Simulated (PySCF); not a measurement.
From one molecule to another.

First species: CH3ClO2S.
Bonds: C1–S2, S2–O3 (double), S2–O4 (double), S2–Cl5. Hydrogens: H6, H7, H8 on C1.

Second species: 2,5-dimethylpyrrole, C₆H₉N.
SMILES: `Cc1ccc(C)[nH]1`

Levels: B97-2/pcSseg-2 for dipole moment, HOMO energy, LUMO energy and HOMO–LUMO gap; PBE0-D3(BJ)/def2-TZVP for rotational constant A and rotational constant C. Geometries: PBE0-D3(BJ)/def2-TZVP. All species are isolated and taken at one optimised geometry, non-relativistic unless stated; the electronic structure was computed with PySCF and density fitting.

(1) Which has the higher HOMO energy?

(2) Which of the two has the higher rotational constant C, and by how much?

(3) Which of the two has the higher HOMO–LUMO gap, and by how much?

(4) Which has the higher dipole moment?

(5) Which has the higher rotational constant A?

(6) Which of the two has the higher LUMO energy, and by how much?

Results:

(1) The second: -5.32 eV against -8.99 eV, a difference of 3.67 eV.

(2) The first: 2.678 GHz against 1.573 GHz, a difference of 1.105 GHz.

(3) The first: 7.43 eV against 5.85 eV, a difference of 1.58 eV.

(4) The first: 3.85 D against 2.00 D, a difference of 1.85 D.

(5) The second: 6.367 GHz against 4.644 GHz, a difference of 1.723 GHz.

(6) The second: 0.53 eV against -1.56 eV, a difference of 2.09 eV.

On the first: The dipole matches unit charges of opposite sign 0.80 Å apart (1 e·Å = 4.8032 D). Isolated species at its PBE0-D3(BJ)/def2-TZVP geometry, gas phase.

On the second: The dipole matches unit charges of opposite sign 0.42 Å apart (1 e·Å = 4.8032 D). Isolated species at its PBE0-D3(BJ)/def2-TZVP geometry, gas phase.
